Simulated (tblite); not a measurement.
A geometry optimisation, step by step.

Species: C5H11BN (doublet state).
Numbering: `[CH3:1][C:2]1[CH2:3][CH2:4][B:5]([NH2:6])[CH2:7]1` (hydrogens: H8, H9, H10 on C1; H11, H12 on C3; H13, H14 on C4; H15, H16 on N6; H17, H18 on C7)

Computed with GFN2-xTB (tblite), gas phase: L-BFGS steps from a force-field or distance-geometry start until the largest atomic force falls under 0.01 eV/Å. 9 of its 82 geometries are shown.

Step 0: E = -554.1046 eV, largest atomic force 2.815 eV/Å
```
atom  x, y, z in Å  |  force x, y, z in eV/Å
C1     -2.288   -0.556   -0.056   -0.469   0.821  -0.566
C2     -1.031    0.185   -0.493    0.325  -1.509   2.354
C3     -0.502    1.155    0.579   -1.058   0.649  -0.991
C4      0.967    1.387    0.273    1.011   0.116   0.380
B5      1.414    0.066   -0.473    1.092  -1.134   2.011
N6      2.678   -0.658   -0.051   -1.306  -0.492  -0.255
C7      0.119   -0.758   -0.848   -0.186   0.769  -1.303
H8     -2.632   -1.214   -0.871    0.092   0.178   0.427
H9     -2.106   -1.167    0.856   -0.094   0.354  -0.528
H10    -3.103    0.182    0.164    0.632  -0.689  -0.082
H11    -0.624    0.718    1.592   -0.062   0.173  -0.493
H12    -1.077    2.112    0.529    0.249  -0.614   0.285
H13     1.541    1.525    1.229   -0.363   0.274  -0.987
H14     1.109    2.254   -0.392   -0.045  -0.078   0.512
H15     2.867   -1.395   -0.753    0.035   0.304   0.771
H16     2.471   -1.135    0.868    0.608   0.839  -1.394
H17     0.095   -1.692   -0.238   -0.235   0.406  -0.621
H18     0.093   -1.002   -1.928   -0.227  -0.366   0.481
```

Step 10: E = -555.1829 eV, largest atomic force 1.122 eV/Å
```
atom  x, y, z in Å  |  force x, y, z in eV/Å
C1     -2.325   -0.558   -0.053    0.123  -0.039  -0.005
C2     -1.010    0.087   -0.329    0.402  -0.379   0.440
C3     -0.532    1.173    0.604    0.380  -0.167   0.034
C4      1.002    1.355    0.382   -0.318  -0.217  -0.352
B5      1.427   -0.075   -0.283   -0.855   0.319   0.080
N6      2.592   -0.799   -0.072    0.330   0.026   0.934
C7      0.086   -0.744   -0.944    0.273  -0.035   0.367
H8     -2.624   -1.172   -0.899   -0.103  -0.016  -0.049
H9     -2.312   -1.220    0.837    0.128   0.221  -0.216
H10    -3.072    0.204    0.126   -0.281   0.103   0.038
H11    -0.673    0.872    1.666   -0.107  -0.001  -0.403
H12    -1.136    2.083    0.465    0.306  -0.066   0.008
H13     1.506    1.776    1.270   -0.223  -0.651  -0.176
H14     1.177    2.136   -0.372   -0.173  -0.230  -0.105
H15     2.850   -1.564   -0.668   -0.062  -0.285   0.119
H16     3.084   -0.816    0.832   -0.086   0.376  -1.054
H17     0.032   -1.790   -0.548   -0.040   0.425   0.051
H18    -0.080   -0.942   -2.022    0.305   0.616   0.289
```

Step 20: E = -555.6825 eV, largest atomic force 0.318 eV/Å
```
atom  x, y, z in Å  |  force x, y, z in eV/Å
C1     -2.370   -0.559   -0.056    0.024   0.087  -0.053
C2     -1.014    0.008   -0.222    0.127   0.039   0.038
C3     -0.536    1.148    0.617    0.002   0.023   0.050
C4      0.977    1.277    0.369   -0.024   0.151   0.092
B5      1.390   -0.143   -0.176   -0.022  -0.268  -0.169
N6      2.583   -0.817   -0.010    0.152  -0.094  -0.119
C7      0.091   -0.770   -0.854    0.110  -0.074   0.087
H8     -2.649   -1.137   -0.932   -0.080  -0.063  -0.067
H9     -2.413   -1.226    0.810   -0.073  -0.121   0.122
H10    -3.100    0.230    0.102   -0.118   0.062   0.018
H11    -0.711    0.928    1.680   -0.077   0.030   0.009
H12    -1.074    2.083    0.398    0.025  -0.132   0.039
H13     1.506    1.633    1.251   -0.028   0.062   0.039
H14     1.127    2.015   -0.416    0.115   0.132  -0.057
H15     2.745   -1.723   -0.432    0.041   0.212   0.201
H16     3.385   -0.454    0.485   -0.114  -0.067  -0.115
H17    -0.012   -1.852   -0.683   -0.127   0.089  -0.075
H18     0.067   -0.634   -1.943    0.069  -0.067  -0.040
```

Step 30: E = -555.7043 eV, largest atomic force 0.055 eV/Å
```
atom  x, y, z in Å  |  force x, y, z in eV/Å
C1     -2.381   -0.556   -0.054   -0.015   0.007  -0.006
C2     -1.013   -0.005   -0.206    0.012  -0.008  -0.002
C3     -0.533    1.141    0.620    0.027   0.016  -0.001
C4      0.980    1.275    0.370    0.051  -0.016  -0.011
B5      1.394   -0.161   -0.177   -0.006  -0.018   0.022
N6      2.606   -0.806   -0.032   -0.008   0.001  -0.020
C7      0.089   -0.783   -0.844    0.010  -0.024  -0.015
H8     -2.666   -1.129   -0.936   -0.015  -0.008  -0.005
H9     -2.452   -1.233    0.810   -0.007   0.002  -0.009
H10    -3.110    0.238    0.100   -0.009   0.026   0.006
H11    -0.718    0.940    1.686   -0.012  -0.007   0.009
H12    -1.076    2.065    0.390   -0.021   0.023  -0.006
H13     1.499    1.634    1.259    0.006  -0.036   0.028
H14     1.153    2.025   -0.405   -0.013   0.004  -0.011
H15     2.776   -1.738   -0.377    0.012   0.047   0.002
H16     3.409   -0.413    0.431   -0.018   0.024  -0.006
H17    -0.060   -1.860   -0.714    0.016  -0.019   0.011
H18     0.095   -0.626   -1.934   -0.009  -0.013   0.015
```

Step 40: E = -555.7104 eV, largest atomic force 0.065 eV/Å
```
atom  x, y, z in Å  |  force x, y, z in eV/Å
C1     -2.398   -0.537   -0.061   -0.007  -0.016  -0.003
C2     -1.015   -0.020   -0.203    0.005  -0.011   0.007
C3     -0.533    1.132    0.614    0.029   0.006   0.007
C4      0.983    1.255    0.376    0.055  -0.034  -0.005
B5      1.392   -0.177   -0.186   -0.011   0.000   0.008
N6      2.626   -0.779   -0.049   -0.003   0.019  -0.016
C7      0.083   -0.815   -0.831    0.001   0.007  -0.027
H8     -2.701   -1.100   -0.943    0.005   0.009  -0.027
H9     -2.488   -1.217    0.799   -0.012   0.006   0.009
H10    -3.105    0.278    0.098    0.009   0.001  -0.002
H11    -0.724    0.941    1.680   -0.024  -0.014   0.023
H12    -1.073    2.056    0.375   -0.010   0.022  -0.029
H13     1.501    1.572    1.281   -0.010   0.009   0.016
H14     1.181    2.024   -0.374   -0.042  -0.016   0.008
H15     2.848   -1.698   -0.394   -0.007   0.018   0.000
H16     3.402   -0.338    0.416    0.010  -0.021  -0.028
H17    -0.061   -1.891   -0.685   -0.004   0.018   0.053
H18     0.074   -0.679   -1.924    0.016  -0.002   0.004
```

Step 51: E = -555.7157 eV, largest atomic force 0.079 eV/Å
```
atom  x, y, z in Å  |  force x, y, z in eV/Å
C1     -2.412   -0.515   -0.078    0.005  -0.023  -0.018
C2     -1.014   -0.032   -0.194   -0.014   0.006   0.059
C3     -0.538    1.121    0.622    0.013   0.038   0.004
C4      0.981    1.232    0.406    0.008   0.010  -0.008
B5      1.399   -0.185   -0.179   -0.044  -0.033  -0.023
N6      2.656   -0.751   -0.098   -0.010   0.027   0.032
C7      0.087   -0.841   -0.797   -0.075  -0.023   0.007
H8     -2.713   -1.061   -0.971   -0.024   0.019  -0.048
H9     -2.539   -1.204    0.770    0.019   0.020   0.017
H10    -3.095    0.320    0.082    0.009  -0.045  -0.029
H11    -0.766    0.951    1.686    0.020   0.003  -0.018
H12    -1.058    2.047    0.346   -0.028   0.004   0.028
H13     1.494    1.536    1.318   -0.012   0.027   0.009
H14     1.175    2.008   -0.337    0.054   0.023   0.013
H15     2.896   -1.665   -0.444   -0.014   0.009  -0.030
H16     3.429   -0.287    0.350    0.031  -0.026  -0.024
H17    -0.057   -1.909   -0.601    0.025  -0.048   0.036
H18     0.066   -0.758   -1.894    0.037   0.011  -0.007
```

Step 61: E = -555.7285 eV, largest atomic force 0.094 eV/Å
```
atom  x, y, z in Å  |  force x, y, z in eV/Å
C1     -2.437   -0.481   -0.135    0.028   0.014  -0.009
C2     -1.014   -0.057   -0.161   -0.024   0.034   0.055
C3     -0.551    1.118    0.632   -0.002   0.016   0.018
C4      0.978    1.212    0.466   -0.028   0.007   0.014
B5      1.408   -0.195   -0.136   -0.007  -0.053  -0.075
N6      2.691   -0.700   -0.201    0.035   0.006   0.023
C7      0.095   -0.911   -0.679   -0.093   0.009   0.007
H8     -2.721   -0.980   -1.064    0.030  -0.023   0.017
H9     -2.636   -1.185    0.687    0.001  -0.002  -0.045
H10    -3.093    0.378    0.012    0.029  -0.019  -0.006
H11    -0.813    0.985    1.695    0.022  -0.007  -0.030
H12    -1.061    2.039    0.317    0.027  -0.033   0.008
H13     1.460    1.487    1.404    0.003   0.019   0.004
H14     1.216    2.004   -0.247    0.018   0.010   0.016
H15     2.926   -1.588   -0.612   -0.037  -0.004   0.004
H16     3.500   -0.222    0.161   -0.013   0.025  -0.001
H17    -0.032   -1.959   -0.373    0.009   0.031   0.003
H18     0.076   -0.938   -1.779    0.002  -0.032  -0.003
```

Step 71: E = -555.7340 eV, largest atomic force 0.056 eV/Å
```
atom  x, y, z in Å  |  force x, y, z in eV/Å
C1     -2.444   -0.456   -0.188    0.019   0.006   0.000
C2     -1.013   -0.068   -0.129    0.005   0.000   0.005
C3     -0.550    1.116    0.648   -0.025  -0.006   0.003
C4      0.981    1.193    0.507   -0.025   0.014   0.015
B5      1.406   -0.198   -0.135    0.000  -0.006  -0.010
N6      2.700   -0.651   -0.293    0.054  -0.014   0.008
C7      0.087   -0.962   -0.590    0.006   0.014  -0.003
H8     -2.681   -0.931   -1.142   -0.011   0.029   0.005
H9     -2.707   -1.179    0.597    0.008   0.023  -0.002
H10    -3.081    0.419   -0.055   -0.025  -0.041  -0.023
H11    -0.831    1.005    1.708    0.005   0.009  -0.001
H12    -1.040    2.037    0.305   -0.018  -0.017   0.001
H13     1.446    1.419    1.466    0.037  -0.011   0.010
H14     1.250    2.017   -0.158   -0.003  -0.001  -0.011
H15     2.935   -1.528   -0.727    0.003  -0.005   0.010
H16     3.511   -0.139    0.013   -0.013  -0.004  -0.013
H17    -0.020   -1.970   -0.164    0.010   0.014   0.001
H18     0.042   -1.117   -1.677   -0.026  -0.004   0.004
```

Step 81: E = -555.7352 eV, largest atomic force 0.009 eV/Å
```
atom  x, y, z in Å  |  force x, y, z in eV/Å
C1     -2.444   -0.451   -0.199    0.000   0.000   0.000
C2     -1.014   -0.068   -0.121    0.005  -0.006   0.004
C3     -0.550    1.116    0.655   -0.003   0.000   0.001
C4      0.982    1.191    0.512   -0.001  -0.001  -0.003
B5      1.407   -0.197   -0.140    0.001   0.001  -0.005
N6      2.702   -0.646   -0.306    0.005   0.001   0.001
C7      0.085   -0.966   -0.577    0.006  -0.004  -0.003
H8     -2.670   -0.922   -1.158   -0.002   0.000   0.001
H9     -2.713   -1.177    0.582   -0.009   0.001  -0.002
H10    -3.089    0.417   -0.074   -0.001   0.002  -0.003
H11    -0.831    1.011    1.715    0.003  -0.005   0.005
H12    -1.043    2.033    0.308    0.000   0.008   0.004
H13     1.454    1.403    1.472    0.000   0.002   0.001
H14     1.252    2.021   -0.145   -0.004   0.005  -0.005
H15     2.938   -1.525   -0.734   -0.003  -0.005  -0.001
H16     3.513   -0.127   -0.015    0.000   0.002   0.004
H17    -0.013   -1.965   -0.129    0.001  -0.001   0.005
H18     0.023   -1.144   -1.659    0.000   0.000  -0.004
```

Q: Summarise the path.

A: The energy falls by 37.60 kcal/mol from step 0 to step 81; nine tenths of that is first reached at step 16. It falls at every step. The largest force goes from 2.815 to 0.009 eV/Å. Among the bonds B5–N6 changes most, from 1.517 to 1.381 Å; the atoms move by 0.525 Å rms after alignment.

The cost below is that of the whole relaxation. On one thread of an Arm Neoverse V2, on a shared host, this took 0.4 s wall.
